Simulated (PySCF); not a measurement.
Sn(Cl)(NMe2) (C2H6ClNSn), SMILES [Cl][Sn][N](C)C (connectivity only; charge and spin as stated), neutral, multiplicity 1. Geometry optimised at PBE-D3(BJ)/def2-SVP. The def2 effective core potentials stand for the cores of Sn; spin–orbit coupling is left out. One conformer was computed; it need not be the lowest.

Method: PySCF with PBE-D3(BJ)/def2-SVP.

Harmonic wavenumbers (cm⁻¹): 81, 130, 197, 236, 247, 295, 295, 330, 505, 961, 1044, 1060, 1105, 1207, 1223, 1371, 1387, 1395, 1411, 1415, 1441, 2890, 2897, 2944, 2953, 3010, 3060. Rotational constants (GHz): 2.905, 1.591, 1.042; symmetry number 1.

**Question.** Work out the zero-point energy and the ideal-gas rigid-rotor harmonic-oscillator thermochemistry at 298.15 K and 1 atm.

**Answer.** ZPE = ½ Σ hcν = ½ × 35090 cm⁻¹ = 50.16 kcal/mol. H − E(el) = 55.46 kcal/mol. Entropy in cal/(mol K): translation 41.76, rotation 28.59, vibration 17.84, total 88.19. G − E(el) = 29.17 kcal/mol. Cp = 25.82 cal/(mol K). Modes under 150 cm⁻¹ make the vibrational entropy uncertain.
